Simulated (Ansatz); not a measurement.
Cost and result for the atomization energy of `[BH2][GaH][GeH2][CH3]` (12 atoms, 11 bonds).

```xyz
12

B     1.0227   -1.3333    2.6706
Ga   -0.3042   -0.7805    1.1965
Ge    0.4462    0.4275   -0.8115
C    -1.0151    1.0706   -1.9548
H     1.6171   -2.3735    2.6334
H     1.2842   -0.6115    3.5911
H    -1.8478   -1.1036    1.2637
H     1.3358    1.6310   -0.4202
H     1.3527   -0.5060   -1.6500
H    -0.6144    1.5771   -2.8339
H    -1.6453    1.7696   -1.4037
H    -1.6320    0.2327   -2.2813
```

Charge 0, multiplicity 1. Correlated methods include outer-core shells of Ga, Ge, which these sets cover unevenly. Scalar relativity is left out up to krypton. Geometry: relaxed with PBE0-D4/def2-TZVP. It is one conformer, not always the lowest. Program: Ansatz. Hardware: A = 2 threads of an AMD EPYC 7R13 on a shared host; B = 2 threads of an AMD EPYC 7R13 on a shared host and a share of an NVIDIA H100 80 GB. Times are those of one run each, without the atoms' runs, and a repeat can differ threefold. Electronic energies, without spin–orbit coupling; frozen cores. CCSD(T)/CBS adds CCSD(T) − MP2 in def2-TZVPP to the MP2 limit, and its time is that of the two runs behind it. T1 = 0.013. With those shells the extrapolation isn't a true limit. B3LYP takes the VWN-RPA correlation (the form of Gaussian; ORCA's B3LYP/G). HSE06 is the plane-wave form, built on full-range PBE exchange.

CCSD(T)/CBS is a level of theory with its own doubt, some kJ/mol a heavy atom from the limit and from the frozen cores, so smaller differences don't rank the functionals.

```csv
level,functions,wall time,atomization (kJ/mol),difference from CCSD(T)/CBS,per bond
LDA (SPW92)/def2-TZVPP [A],270,3.3 s,4025.6,422.2,38.4
revPBE-D4/def2-TZVPP [A],270,4.2 s,3527.7,-75.7,-6.9
BLYP-D4/def2-TZVPP [A],270,4.4 s,3543.1,-60.3,-5.5
PBE0-D4/def2-TZVPP [A],270,7.5 s,3585.2,-18.2,-1.7
HSE06-D4/def2-TZVPP [A],270,8 s,3585.9,-17.5,-1.6
CAM-B3LYP-D4/def2-TZVPP [A],270,8.5 s,3605.7,2.3,0.2
CCSD(T)/def2-SVP [B],132,11 s,3417.5,-185.9,-16.9
B3LYP-D4/def2-TZVPP (with forces) [A],270,12 s,3587.0,-16.4,-1.5
B2PLYP/def2-TZVPP [A],270,12 s,3552.4,-51.0,-4.6
PBE-QIDH/def2-TZVPP [A],270,13 s,3587.4,-16.0,-1.5
CCSD(T)/def2-TZVPP [B],270,14 s,3547.3,-56.1,-5.1
MP2/def2-QZVPP [B],532,27 s,3567.6,-35.8,-3.3
CCSD(T)/CBS(def2),–,40 s,3603.4,0.0,0.0
```

At CCSD(T), def2-SVP lies −185.9 kJ/mol from the extrapolated value and def2-TZVPP −56.1 kJ/mol: correlation converges slowly with the basis, and small sets miss more of it in the bonded molecule than in its fragments. From r2SCAN to r2SCAN0 (25 % exact exchange), in def2-TZVPP and without D4, the atomization energy moves by −26.5 kJ/mol: exact exchange takes away binding that semilocal exchange gives to molecules. In def2-TZVPP, CCSD(T) changes the Hartree–Fock value by +810.8 kJ/mol (the triples alone add +35.0 kJ/mol) and MP2 by +799.2 kJ/mol; breaking electron pairs costs correlation energy, which Hartree–Fock lacks.
